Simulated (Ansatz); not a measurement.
This geometry of AsFGaH3 (6 atoms, charge 0, multiplicity 1) is a first-order saddle point.

Method: RKS revPBE-D4/def2-SVPD (Ansatz 0.2.0).

```xyz
6
Properties=species:S:1:pos:R:3
F 0.535 -2.360 -0.084
Ga -0.614 -0.997 0.173
As 0.460 1.018 -0.147
H -2.097 -1.266 0.553
H 1.909 1.157 -0.517
H -0.150 2.384 -0.025
```

**Question.** Which two structures does it join? (They come from a converged band through this point; their orientation in space is the band's.)

**Answer.** No bond is made or broken. The height of As3 over the plane of its neighbours goes from 0.98 to -0.98 Å. The two ends are copies of one structure, up to a mirror image or an exchange of like atoms.

Image 0:

```xyz
6
Properties=species:S:1:pos:R:3
F 0.480 -2.243 -0.335
Ga -0.549 -0.811 0.079
As 0.794 1.117 0.722
H -2.093 -1.123 0.033
H 1.616 0.936 -0.568
H -0.207 2.059 0.022
```

Image 8:

```xyz
6
Properties=species:S:1:pos:R:3
F 0.484 -2.244 -0.310
Ga -0.574 -0.796 -0.064
As 0.537 1.271 -0.717
H -2.022 -1.163 0.436
H 1.746 0.860 0.145
H -0.129 2.008 0.464
```

**Question.** How far does it lie above each of them?

**Answer.** 0.98 eV above the first and 0.98 eV above the second. This is the barrier of this one path; another mechanism may lie lower.

The run took 53 s on 2 threads of Intel(R) Xeon(R) 6975P-C (Granite Rapids), on a shared host, peak memory 0.19 GiB.
